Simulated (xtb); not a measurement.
SnF, SMILES [F][Sn+] (connectivity only; charge and spin as stated), charge +1, multiplicity 1. All values are semi-empirical tight-binding results from xtb (GFN2-xTB unless named), good for trends rather than for accurate numbers. Coordinates come from a GFN2-xTB optimisation. The spin state was assumed, not searched.

Optimised geometry:

Bond lengths (Å): Sn1–F2 2.048.
Charge +1, spin multiplicity 1.

For metal compounds this method's bond lengths and energies can be far off.

### Question
Estimate the properties. (An estimate is asked for; the answer gives what the named calculation found.)

### Answer

```yaml
point_group_as_xtb_finds_it: C∞v
orbital_gap: 4.90 eV
```

### Question
Give the atomic charges and the Wiberg bond orders between heavy atoms. (An estimate is asked for; the answer gives what the named calculation found.)

### Answer
charges (e) Sn1 1.01, F2 -0.01. Bond orders Sn1–F2 1.73.
